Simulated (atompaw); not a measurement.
## Reading a pseudo-wave (chromium)

Columns: radius, all-electron u(r) and pseudo u(r) of the 3p shell (level -45.44 eV) of chromium in the configuration [Ne] 3s2 3p6 3d5 4s1 4p0; PBE, scalar-relativistic, PAW (atompaw) scheme, atompaw 4.2.0.5.

| r (bohr) | all-electron | pseudo |
| --- | --- | --- |
| 0.115 | -0.5142 | 0.0377 |
| 0.231 | -0.4201 | 0.1456 |
| 0.346 | 0.0771 | 0.3032 |
| 0.462 | 0.5637 | 0.4864 |
| 0.577 | 0.8901 | 0.6625 |
| 0.692 | 1.0546 | 0.8065 |
| 0.808 | 1.0951 | 0.9003 |
| 0.923 | 1.0551 | 0.9341 |
| 1.038 | 0.9708 | 0.9119 |
| 1.154 | 0.8653 | 0.8451 |
| 1.269 | 0.7560 | 0.7523 |
| 1.385 | 0.6497 | 0.6498 |
| 1.500 | 0.5529 | 0.5529 |
| 1.615 | 0.4667 | 0.4667 |
| 1.731 | 0.3908 | 0.3908 |
| 1.846 | 0.3261 | 0.3261 |
| 1.962 | 0.2707 | 0.2707 |
| 2.077 | 0.2244 | 0.2244 |
| 2.192 | 0.1855 | 0.1855 |
| 2.308 | 0.1528 | 0.1528 |
| 2.423 | 0.1259 | 0.1259 |
| 2.538 | 0.1035 | 0.1035 |
| 2.654 | 0.0849 | 0.0849 |
| 2.769 | 0.0697 | 0.0697 |
| 2.885 | 0.0571 | 0.0571 |
| 3.000 | 0.0467 | 0.0467 |

How many radial nodes do the two functions have?

The all-electron 3p function has n − l − 1 = 1; the pseudo-wave has 0, since the states of the same l below it are removed with the core.

At about which radius was the pseudo-wave matched?

1.55 bohr. The columns agree to 0.0005 from 1.39 bohr on; several derivatives are matched, so the curves merge somewhat inside the radius.

Is the pseudo-wave norm-conserving?

No, it belongs to a PAW set: the norm inside the radius is not constrained, and the difference is carried by the augmentation charge.
